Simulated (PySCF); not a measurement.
**Electron correlation in Mn³⁺ (manganese, charge +3)**

[Ar] 3d4, high-spin 5D determinant. All numbers are calculated (PySCF 2.14, the non-relativistic Hamiltonian (point nucleus), in dyall-av2z (16s12p7d2f, 101 functions)). Frozen: [Ar]; 4 electrons correlated; the 25 highest virtual orbitals of each spin left out.

| level | correlation energy (mhartree) |
| --- | --- |
| CCSD | -37.28 |
| (T) | -0.14 |
| CCSD(T) | -37.42 |

Diagnostics: T1 = 0.0023, D1 = 0.0033, largest double amplitude 0.014.

Cost of the coupled-cluster step: roughly 5 core-seconds, for 4 correlated electrons.
